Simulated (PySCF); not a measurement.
C₅H₅, SMILES [CH]1C=CC=C1, multiplicity 2.

Coordinates come from a PBE0-D3(BJ)/def2-SVP optimisation. The isomer is the one that the SMILES or the coordinates give; other isomers of the formula were not compared.

Level of theory: PBE0-D3(BJ)/def2-SVP (PySCF 2.14.0).

Harmonic, unscaled wavenumbers; measured fundamentals usually lie a few per cent lower.

```json
[
 {"mode": "1", "ν (cm⁻¹)": "26", "IR (km/mol)": "2.5", "moving atoms (share of kinetic energy)": "C 97 %"},
 {"mode": "2", "ν (cm⁻¹)": "497", "IR (km/mol)": "11.0", "moving atoms (share of kinetic energy)": "C 56 %, H 44 %"},
 {"mode": "3", "ν (cm⁻¹)": "521", "IR (km/mol)": "0.4", "moving atoms (share of kinetic energy)": "C 61 %, H 39 %"},
 {"mode": "4", "ν (cm⁻¹)": "686", "IR (km/mol)": "92.3", "moving atoms (share of kinetic energy)": "H 87 %, C 13 %"},
 {"mode": "5", "ν (cm⁻¹)": "731", "IR (km/mol)": "0.0", "moving atoms (share of kinetic energy)": "H 70 %, C 30 %"},
 {"mode": "6", "ν (cm⁻¹)": "829", "IR (km/mol)": "1.1", "moving atoms (share of kinetic energy)": "H 67 %, C 33 %"},
 {"mode": "7", "ν (cm⁻¹)": "838", "IR (km/mol)": "0.4", "moving atoms (share of kinetic energy)": "C 86 %, H 14 %"},
 {"mode": "8", "ν (cm⁻¹)": "909", "IR (km/mol)": "4.7", "moving atoms (share of kinetic energy)": "H 69 %, C 31 %"},
 {"mode": "9", "ν (cm⁻¹)": "923", "IR (km/mol)": "0.3", "moving atoms (share of kinetic energy)": "H 70 %, C 30 %"},
 {"mode": "10", "ν (cm⁻¹)": "925", "IR (km/mol)": "3.6", "moving atoms (share of kinetic energy)": "C 55 %, H 45 %"},
 {"mode": "11", "ν (cm⁻¹)": "964", "IR (km/mol)": "1.1", "moving atoms (share of kinetic energy)": "H 57 %, C 43 %"},
 {"mode": "12", "ν (cm⁻¹)": "1059", "IR (km/mol)": "9.8", "moving atoms (share of kinetic energy)": "H 71 %, C 29 %"},
 {"mode": "13", "ν (cm⁻¹)": "1074", "IR (km/mol)": "10.7", "moving atoms (share of kinetic energy)": "H 77 %, C 23 %"},
 {"mode": "14", "ν (cm⁻¹)": "1154", "IR (km/mol)": "0.0", "moving atoms (share of kinetic energy)": "C 70 %, H 30 %"},
 {"mode": "15", "ν (cm⁻¹)": "1213", "IR (km/mol)": "0.7", "moving atoms (share of kinetic energy)": "H 60 %, C 40 %"},
 {"mode": "16", "ν (cm⁻¹)": "1284", "IR (km/mol)": "0.0", "moving atoms (share of kinetic energy)": "H 77 %, C 23 %"},
 {"mode": "17", "ν (cm⁻¹)": "1399", "IR (km/mol)": "37.3", "moving atoms (share of kinetic energy)": "C 57 %, H 43 %"},
 {"mode": "18", "ν (cm⁻¹)": "1518", "IR (km/mol)": "10.8", "moving atoms (share of kinetic energy)": "C 86 %, H 14 %"},
 {"mode": "19", "ν (cm⁻¹)": "1577", "IR (km/mol)": "3.5", "moving atoms (share of kinetic energy)": "C 84 %, H 16 %"},
 {"mode": "20", "ν (cm⁻¹)": "3234", "IR (km/mol)": "3.3", "moving atoms (share of kinetic energy)": "H 92 %, C 8 %"},
 {"mode": "21", "ν (cm⁻¹)": "3239", "IR (km/mol)": "1.3", "moving atoms (share of kinetic energy)": "H 92 %, C 8 %"},
 {"mode": "22", "ν (cm⁻¹)": "3251", "IR (km/mol)": "7.4", "moving atoms (share of kinetic energy)": "H 91 %, C 9 %"},
 {"mode": "23", "ν (cm⁻¹)": "3269", "IR (km/mol)": "2.3", "moving atoms (share of kinetic energy)": "H 91 %, C 9 %"},
 {"mode": "24", "ν (cm⁻¹)": "3275", "IR (km/mol)": "0.0", "moving atoms (share of kinetic energy)": "H 90 %, C 10 %"}
]
```
